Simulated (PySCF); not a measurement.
Species: C6H10F3N.
SMILES with atom numbers: `[F:1][C:2]([F:3])([F:4])[C@@H:5]1[CH2:6][CH2:7][CH2:8][CH2:9][NH:10]1` (hydrogens: H11 on C5; H12, H13 on C6; H14, H15 on C7; H16, H17 on C8; H18, H19 on C9; H20 on N10)

The same species was optimised twice, with GFN2-xTB and with PBE0-D3(BJ)/def2-SVP (PySCF), and the same property calculations (PySCF, gas phase) were run on both structures.

| coordinate | GFN2-xTB | PBE0-D3(BJ)/def2-SVP | change |
| --- | --- | --- | --- |
| C2–F3 (Å) | 1.337 | 1.329 | -0.008 |
| C2–C5 (Å) | 1.524 | 1.516 | -0.008 |
| C5–C6 (Å) | 1.538 | 1.531 | -0.007 |
| F1–C2 (Å) | 1.344 | 1.338 | -0.006 |
| C8–C9 (Å) | 1.532 | 1.527 | -0.005 |
| C5–N10 (Å) | 1.450 | 1.446 | -0.004 |
| C7–C8 (Å) | 1.528 | 1.525 | -0.003 |
| C6–C7 (Å) | 1.528 | 1.526 | -0.002 |
| C9–N10 (Å) | 1.452 | 1.451 | -0.001 |
| C2–F4 (Å) | 1.344 | 1.343 | -0.001 |
| C2–C5–C6 (°) | 110.1 | 112.0 | +1.9 |
| C6–C7–C8 (°) | 110.1 | 111.3 | +1.2 |
| F4–C2–C5 (°) | 112.1 | 110.9 | -1.2 |
| C5–N10–C9 (°) | 111.4 | 112.6 | +1.2 |
| F1–C2–F3 (°) | 106.5 | 107.6 | +1.1 |
| F1–C2–F4 (°) | 106.3 | 107.2 | +0.9 |
| C5–C6–C7 (°) | 109.1 | 110.0 | +0.9 |
| C7–C8–C9 (°) | 109.6 | 110.5 | +0.9 |
| F1–C2–C5–C6 (°) | -56 | -52 | +4 |

Rotational constants: A = 2534, B = 900.9, C = 781.8 MHz (GFN2-xTB) against A = 2526, B = 902.7, C = 781.9 MHz (PBE0-D3(BJ)/def2-SVP). Point groups within 0.08 Å: C1 and C1.

On the GFN2-xTB structure: HOMO (eV) -6.73 [PBE0/pcSseg-1]; LUMO (eV) 1.32 [PBE0/pcSseg-1]; dipole (D) 3.18 [PBE0/pcSseg-1]; GIAO shielding of F1/F3/F4 (mean) (ppm) 266.9 [PBE0/pcSseg-1]; GIAO shielding of C2 (ppm) 51.8 [PBE0/pcSseg-1]; GIAO shielding of C5 (ppm) 123.9 [PBE0/pcSseg-1]; GIAO shielding of C6 (ppm) 156.6 [PBE0/pcSseg-1]; GIAO shielding of C7 (ppm) 159.1 [PBE0/pcSseg-1]; GIAO shielding of C8 (ppm) 155.5 [PBE0/pcSseg-1]; GIAO shielding of C9 (ppm) 136.6 [PBE0/pcSseg-1]; GIAO shielding of N10 (ppm) 210.8 [PBE0/pcSseg-1].

Question: What do these properties become on the PBE0-D3(BJ)/def2-SVP structure?

Answer: 
```
                                    property          level  on GFN2-xTB  on PBE0-D3(BJ)/def2-SVP  change
                                   HOMO (eV)  PBE0/pcSseg-1        -6.73                    -6.73    0.00
                                   LUMO (eV)  PBE0/pcSseg-1         1.32                     1.28   -0.04
                                  dipole (D)  PBE0/pcSseg-1         3.18                     3.00   -0.18
energy, GFN2-xTB geometry as zero (kcal/mol)  PBE0/pcSseg-1          0.0                     -0.7    -0.7
     GIAO shielding of F1/F3/F4 (mean) (ppm)  PBE0/pcSseg-1        266.9                    271.2    +4.3
                  GIAO shielding of C2 (ppm)  PBE0/pcSseg-1         51.8                     53.5    +1.7
                  GIAO shielding of C5 (ppm)  PBE0/pcSseg-1        123.9                    124.9    +1.0
                  GIAO shielding of C6 (ppm)  PBE0/pcSseg-1        156.6                    157.0    +0.4
                  GIAO shielding of C7 (ppm)  PBE0/pcSseg-1        159.1                    158.4    -0.7
                  GIAO shielding of C8 (ppm)  PBE0/pcSseg-1        155.5                    155.2    -0.3
                  GIAO shielding of C9 (ppm)  PBE0/pcSseg-1        136.6                    136.6     0.0
                 GIAO shielding of N10 (ppm)  PBE0/pcSseg-1        210.8                    213.5    +2.7
```

The heavy atoms differ by 0.032 Å rms after alignment. Among bonds between heavy atoms C2–F3, C2–C5 and C5–C6 change most and about equally (-0.008 to -0.007 Å). Changes are differences of the printed values. Neither structure is proved a minimum here.
